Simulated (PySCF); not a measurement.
Nb(OH)4 (H₄NbO₄), SMILES [OH][Nb]([OH])([OH])[OH] (connectivity only; charge and spin as stated), neutral, multiplicity 2.

The structure is a stationary point at B3LYP-D3(BJ)/def2-SVP. The spin state was assumed, not searched. The def2 effective core potentials stand for the cores of Nb; spin–orbit coupling is left out. Other conformers were not sampled.

All values below come from B3LYP-D3(BJ)/def2-SVP in PySCF.

Frequencies are harmonic and unscaled.

```
mode  ν (cm⁻¹)  IR (km/mol)  moving atoms (share of kinetic energy)
----  --------  -----------  --------------------------------------
1          138          0.0                          O 83 %, H 17 %
2          160          8.9                 O 52 %, Nb 28 %, H 20 %
3          177          5.8                 H 44 %, O 42 %, Nb 14 %
4          185         13.6                         O 75 %, Nb 19 %
5          233          0.0                          O 75 %, H 25 %
6          285        129.6                           H 92 %, O 8 %
7          285        231.0                          H 88 %, O 12 %
8          329        175.4                          H 56 %, O 41 %
9          338          0.0                          H 75 %, O 25 %
10         495        391.7                          H 84 %, O 16 %
11         514          1.8                          H 61 %, O 39 %
12         517        333.5                          H 75 %, O 24 %
13         561          0.0                          H 78 %, O 22 %
14         696         78.3                 O 64 %, H 22 %, Nb 14 %
15         698          0.0                          O 90 %, H 10 %
16         703        149.9                 O 66 %, Nb 23 %, H 11 %
17         729        128.4                 O 58 %, Nb 24 %, H 18 %
18        3873         52.7                                  H 94 %
19        3873        353.8                                  H 94 %
20        3874        269.2                                  H 94 %
21        3879          0.0                                  H 94 %
```
